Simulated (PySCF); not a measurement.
Ti (titanium, neutral) across methods

[Ar] 3d4, high-spin 5D determinant (an excited configuration). Calculation: PySCF 2.14, in aug-cc-pVQZ-DK; scalar relativity by spin-free X2C-1e.

```json
{"method": "PBE0", "E (hartree)": "-853.415", "mean ε 3p α (eV)": "-37.275", "mean ε 3p β (eV)": "-34.057", "mean ε 3d α (eV)": "-2.090", "Σ⟨r²⟩ (bohr²)": "41.53", "⟨S²⟩": "6.000"}
{"method": "PBEsol", "E (hartree)": "-852.429", "mean ε 3p α (eV)": "-34.299", "mean ε 3p β (eV)": "-31.913", "mean ε 3d α (eV)": "-1.304", "Σ⟨r²⟩ (bohr²)": "43.78", "⟨S²⟩": "6.000"}
{"method": "UHF", "E (hartree)": "-852.58061", "mean ε 3p α (eV)": "-45.667", "mean ε 3p β (eV)": "-39.736", "mean ε 3d α (eV)": "-4.482", "Σ⟨r²⟩ (bohr²)": "38.16", "⟨S²⟩": "6.002"}
{"method": "LDA", "E (hartree)": "-851.537", "mean ε 3p α (eV)": "-34.338", "mean ε 3p β (eV)": "-32.038", "mean ε 3d α (eV)": "-1.421", "Σ⟨r²⟩ (bohr²)": "43.31", "⟨S²⟩": "6.000"}
{"method": "r2SCANh", "E (hartree)": "-853.565", "mean ε 3p α (eV)": "-36.546", "mean ε 3p β (eV)": "-33.220", "mean ε 3d α (eV)": "-1.600", "Σ⟨r²⟩ (bohr²)": "42.46", "⟨S²⟩": "6.001"}
{"method": "PBE", "E (hartree)": "-853.404", "mean ε 3p α (eV)": "-34.426", "mean ε 3p β (eV)": "-32.017", "mean ε 3d α (eV)": "-1.341", "Σ⟨r²⟩ (bohr²)": "44.43", "⟨S²⟩": "6.000"}
{"method": "r2SCAN", "E (hartree)": "-853.576", "mean ε 3p α (eV)": "-35.555", "mean ε 3p β (eV)": "-32.470", "mean ε 3d α (eV)": "-1.282", "Σ⟨r²⟩ (bohr²)": "43.61", "⟨S²⟩": "6.001"}
```
